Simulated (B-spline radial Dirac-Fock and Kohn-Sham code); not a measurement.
How the binding energies of Au³⁺ add up

System: Au³⁺, configuration [Xe] 4f14 5d7 6s1 (an excited configuration); nuclear rms radius 5.4371 fm (A = 197).

Level of theory: Dirac-Fock (average of configuration) total-energy differences with a finite nucleus, the Breit interaction including its frequency dependence, and self-energy and vacuum-polarisation corrections; a radial B-spline solver. Electron correlation is not included. Energies are counted from the vacuum level. Subshells whose hole state is unreliable or did not converge are left out.

All terms are in eV, carry their sign (relaxation lowers the binding energy) and add up to the binding energy; ⟨r⟩ is the mean radius of the orbital in the initial state.

```csv
subshell,−ε (Koopmans),relaxation,Breit,QED,binding energy,⟨r⟩ (bohr)
K,81298.4,-91.81,-284.96,-150.22,80771.4,0.017
L1,14523.6,-54.78,-32.72,-22.69,14413.4,0.070
L2,13900.2,-59.60,-54.17,-0.40,13786.0,0.058
L3,12061.4,-55.84,-31.86,-2.44,11971.3,0.067
M1,3527.4,-30.50,-6.02,-5.28,3485.6,0.183
M2,3248.7,-31.67,-10.33,-0.23,3206.5,0.174
M3,2837.4,-29.61,-5.60,-0.62,2801.5,0.189
M5,2293.3,-31.94,-2.85,0.17,2258.7,0.170
N1,834.7,-12.52,-1.23,-1.31,819.7,0.407
N2,714.9,-12.39,-2.17,-0.03,700.3,0.410
N3,615.1,-11.17,-1.00,-0.13,602.8,0.442
N5,400.1,-10.67,-0.25,0.05,389.3,0.462
N6,146.9,-10.23,0.14,0.08,136.9,0.491
N7,142.9,-10.03,0.27,0.06,133.2,0.498
O2,126.5,-2.62,-0.32,0.01,123.5,1.004
O3,108.9,-2.17,-0.11,-0.01,106.6,1.089
"O4,5",50.68,-1.29,0.00,0.02,49.41,1.413
P1,37.83,-0.20,-0.03,-0.04,37.56,2.300
```

For the deepest level, K (1s), the Breit terms make up -0.353 % of the binding energy, QED -0.186 % and orbital relaxation -0.114 %.

Values without a named source are computed, but for edge energies of neutral atoms, which are taken from tables.
